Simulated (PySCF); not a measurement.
## Fractional electron number in Cd (cadmium, neutral)

The 5s beta orbital of [Kr] 4d10 5s2 is emptied in steps (occupation f), with all orbitals relaxed, ending at [Kr] 4d10 5s1. All numbers are calculated (PySCF 2.14, a scalar-relativistic core potential, in aug-cc-pVDZ-PP with ECP28MDF). The exact energy is a straight line in f; departures are measured from the line between the end points of the same method.

```csv
f,UHF (eV),LDA (eV),PBE (eV),PBE0 (eV),r2SCAN (eV),LC-wPBE (eV),BHandHLYP (eV),CAM-B3LYP (eV),r2SCAN0 (eV)
1,0.000,0.000,0.000,0.000,0.000,0.000,0.000,0.000,0.000
0.75,0.044,-0.656,-0.645,-0.463,-0.571,-0.009,-0.320,-0.269,-0.413
0.5,0.055,-0.878,-0.865,-0.619,-0.758,-0.014,-0.432,-0.364,-0.547
0.25,0.039,-0.660,-0.652,-0.465,-0.568,-0.013,-0.329,-0.277,-0.409
0,0.000,0.000,0.000,0.000,0.000,0.000,0.000,0.000,0.000
```

**Question.** For BHandHLYP, how does the orbital energy at f = 1 compare with the removal energy?

**Answer.** −ε = 7.090 eV against a total-energy difference of 8.777 eV. By Janak's theorem ε = ∂E/∂f, so the gap between them reflects the curvature. Along the path −ε is 7.908 (f = 0.75), 8.754 (f = 0.5), 9.633 (f = 0.25) eV.

```
   method  E(f=0) − E(f=1) (eV)  −ε at f=1 (eV)  −ε at f=0.5 (eV)
      UHF                 7.401           7.652             7.389
      LDA                 9.599           6.116             9.589
      PBE                 9.209           5.796             9.189
     PBE0                 8.913           6.458             8.906
   r2SCAN                 9.046           5.996             9.067
  LC-wPBE                 8.646           8.600             8.632
BHandHLYP                 8.777           7.090             8.754
CAM-B3LYP                 9.104           7.688             9.082
  r2SCAN0                 8.861           6.646             8.881
```

Reference removal energy between the ground levels: 8.994 eV (measured; NIST Atomic Spectra Database, ionization energies). UHF lacks correlation.
